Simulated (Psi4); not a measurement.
C$_{2}$ (SMILES [C]=[C]), singlet, geometry from GFN2-xTB; MP2/def2-TZVP in Psi4.

The Psi4 input:
```
memory 2 GB

molecule {
0 1
C    -0.00000000   -0.00000000   -0.58034761
C     0.00000000    0.00000000    0.58034761
}

set {
  basis def2-tzvp
}

energy('mp2')
print_variables()
```

What the program printed (banner, timings and long lists left out):

```
    SCF Algorithm Type (re)set to DF.

   => Loading Basis Set <=

    Name: DEF2-TZVP
    Role: ORBITAL
    Keyword: BASIS

         ---------------------------------------------------------
                                   SCF
               by Justin Turney, Rob Parrish, Andy Simmonett
                          and Daniel G. A. Smith
                              RHF Reference
         ---------------------------------------------------------

  ==> Geometry <==

    Molecular point group: d2h
    Full point group: D_inf_h

    Geometry (in Angstrom), charge = 0, multiplicity = 1:

       Center              X                  Y                   Z               Mass
    ------------   -----------------  -----------------  -----------------  -----------------
         C            0.000000000000     0.000000000000    -0.580347610000    12.000000000000
         C            0.000000000000     0.000000000000     0.580347610000    12.000000000000

  Running in d2h symmetry.

  Rotational constants: A = ************  B =      2.08549  C =      2.08549 [cm^-1]
  Rotational constants: A = ************  B =  62521.52421  C =  62521.52421 [MHz]
  Nuclear repulsion =   16.412904314467667

  Charge       = 0
  Multiplicity = 1
  Electrons    = 12
  Nalpha       = 6
  Nbeta        = 6

  ==> Algorithm <==

  SCF Algorithm Type is DF.
  DIIS enabled.
  MOM disabled.
  Fractional occupation disabled.
  Guess Type is SAD.
  Energy threshold   = 1.00e-08
  Density threshold  = 1.00e-08
  Integral threshold = 1.00e-12

  ==> Primary Basis <==

  Basis Set: DEF2-TZVP
    Blend: DEF2-TZVP
    Number of shells: 22
    Number of basis functions: 62
    Number of Cartesian functions: 72
    Spherical Harmonics?: true
    Max angular momentum: 3

   => Loading Basis Set <=

    Name: (DEF2-TZVP AUX)
    Role: JKFIT
    Keyword: DF_BASIS_SCF

  ==> Integral Setup <==

  SCF_SUBTYPE=INCORE selected. In-core MEM_DF algorithm will be used.
  Using in-core AOs.

  ==> MemDFJK: Density-Fitted J/K Matrices <==

    J tasked:                   Yes
    K tasked:                   Yes
    wK tasked:                   No
    Algorithm:                 Core
    Schwarz Cutoff:           1E-12
    Mask sparsity (%):       0.0520
    Fitting Condition:        1E-10

   => Auxiliary Basis Set <=

  Basis Set: (DEF2-TZVP AUX)
    Blend: DEF2-UNIVERSAL-JKFIT
    Number of shells: 50
    Number of basis functions: 150
    Number of Cartesian functions: 178
    Spherical Harmonics?: true
[...]
  @DF-RHF Final Energy:   -75.39263813910432
    Total Energy =                        -75.3926381391043350
[...]

  //>>>>>>>>>>>>>>>>>>>>>>>>>>>>>>>>>>>//
  //               DFMP2               //
  //<<<<<<<<<<<<<<<<<<<<<<<<<<<<<<<<<<<//

   => Loading Basis Set <=

    Name: (DEF2-TZVP AUX)
    Role: RIFIT
    Keyword: DF_BASIS_MP2

	 --------------------------------------------------------
	                          DF-MP2
	      2nd-Order Density-Fitted Moller-Plesset Theory

	        Rob Parrish, Justin Turney, Andy Simmonett,
	           Ed Hohenstein, and C. David Sherrill
	 --------------------------------------------------------

   => Auxiliary Basis Set <=

  Basis Set: (DEF2-TZVP AUX)
    Blend: DEF2-TZVP-RI
    Number of shells: 44
    Number of basis functions: 152
    Number of Cartesian functions: 190
    Spherical Harmonics?: true
    Max angular momentum: 4

	 --------------------------------------------------------
	                 NBF =    62, NAUX =   152
	 --------------------------------------------------------
	   CLASS    FOCC     OCC    AOCC    AVIR     VIR    FVIR
	   PAIRS       0       6       6      56      56       0
	 --------------------------------------------------------

	-----------------------------------------------------------
	 ==================> DF-MP2 Energies <====================
	-----------------------------------------------------------
	 Reference Energy          =     -75.3926381391043208 [Eh]
	 Singles Energy            =      -0.0000000000000000 [Eh]
	 Same-Spin Energy          =      -0.0878569011593692 [Eh]
	 Opposite-Spin Energy      =      -0.2954881591533476 [Eh]
	 Correlation Energy        =      -0.3833450603127168 [Eh]
	 Total Energy              =     -75.7759831994170412 [Eh]
	-----------------------------------------------------------
	 ================> DF-SCS-MP2 Energies <==================
	-----------------------------------------------------------
	 SCS Same-Spin Scale       =       0.3333333333333333 [-]
	 SCS Opposite-Spin Scale   =       1.2000000000000000 [-]
	 SCS Same-Spin Energy      =      -0.0292856337197897 [Eh]
	 SCS Opposite-Spin Energy  =      -0.3545857909840172 [Eh]
	 SCS Correlation Energy    =      -0.3838714247038069 [Eh]
	 SCS Total Energy          =     -75.7765095638081334 [Eh]
	-----------------------------------------------------------

  Variable Map:
  ----------------------------------------------------------------------------
[...]
  Array Variable Map:
  ----------------------------------------------------------------------------
[...]
[...]
```
